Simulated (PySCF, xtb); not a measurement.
C5H4F2O, SMILES C=C=CO/C(F)=C\F. The values are those of a single conformer.

Harmonic wavenumbers (cm⁻¹) from GFN2-xTB in xtb at its own minimum, in rising order: 25, 111, 125, 185, 262, 274, 292, 435, 506, 545, 558, 694, 734, 821, 831, 881, 974, 1015, 1110, 1138, 1182, 1267, 1304, 1432, 1748, 2085, 3067, 3071, 3078, 3131.

What does B3LYP-D3(BJ)/def2-SVP (PySCF) give at its own minimum? (An estimate is asked for; the answer gives what the named calculation found.)

34, 105, 107, 243, 266, 294, 313, 488, 559, 605, 645, 768, 805, 860, 872, 918, 1005, 1053, 1193, 1205, 1251, 1329, 1391, 1471, 1828, 2080, 3104, 3188, 3213, 3234. Paired by order, the mean absolute difference is 53 cm⁻¹ and the zero-point energies are 47.0 and 49.2 kcal/mol.
